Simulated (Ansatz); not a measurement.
Breaking the Si2–H6 bond in H6SiSn (SMILES [SiH3][SnH3]) (multiplicity 1 held, fragments rigid). Energies count from the point at 1.482 Å.
Geometry at that point (charge 0, multiplicity 1):
```xyz
8

Sn    -0.61783     0.06128    -0.01104
Si     1.94433    -0.19286     0.03475
H     -1.31527    -0.97677    -1.18186
H     -1.06686     1.66907    -0.39603
H     -1.29898    -0.32715     1.51210
H      2.31126    -1.58930     0.36927
H      2.52737     0.71261     1.05295
H      2.51320     0.14743    -1.29082
```

Restricted levels (R-, RO-) in cc, def2 and unpolarised 6-31G sets keep to the state of the molecule at rest. Unrestricted levels (U-) break spin symmetry where that is lower. Active spaces are followed from a long bond inwards. Levels need not reach the same state.

Correlated levels freeze the cores. Filled d and f shells under p-block atoms count as core.

Codes used: Ansatz (an electronic-structure program).  In def2 rows elements past Kr take small-core potentials, without spin–orbit coupling.

Energies in eV.

| R (Å) | R-HF/def2-SVP | R-MP2/def2-SVP | R-SCS-MP2/def2-SVP | U-SCS-MP2/def2-SVP | R-CCSD/def2-SVP | FIC-MRCISD+Q on CASSCF(2,2)/def2-SVP |
|---|---|---|---|---|---|---|
| 1.186 | 1.35 | 1.33 | 1.33 | 1.33 | 1.33 | 1.34 |
| 1.334 | 0.27 | 0.27 | 0.27 | 0.27 | 0.27 | 0.27 |
| 1.482 | 0.00 | 0.00 | 0.00 | 0.00 | 0.00 | 0.00 |
| 1.630 | 0.17 | 0.17 | 0.16 | 0.16 | 0.16 | 0.15 |
| 1.778 | 0.57 | 0.56 | 0.55 | 0.55 | 0.53 | 0.52 |
| 2.001 | 1.35 | 1.31 | 1.29 | 1.29 | 1.23 | 1.21 |
| 2.223 | 2.18 | 2.09 | 2.07 | 2.26 | 1.94 | 1.89 |
| 2.594 | 3.45 | 3.24 | 3.19 | 3.34 | 2.91 | 2.81 |
| 2.964 | 4.52 | 4.12 | 4.04 | 3.67 | 3.55 | 3.37 |
| 3.409 | 5.54 | 4.83 | 4.70 | 3.80 | 3.96 | 3.69 |
| 4.002 | 6.55 | 5.27 | 5.05 | 3.84 | 4.18 | 3.82 |
| 4.743 | 7.37 | 5.19 | 4.82 | 3.85 | 4.26 | 3.86 |

Doubts at one or more of the structures used: a restricted determinant that unrestricted orbitals would lower (R-HF/def2-SVP, R-MP2/def2-SVP, R-SCS-MP2/def2-SVP, R-CCSD/def2-SVP); a spin-contaminated determinant (U-SCS-MP2/def2-SVP); other coupled-cluster roots lie near (R-CCSD/def2-SVP); T1 above 0.05 (R-CCSD/def2-SVP).
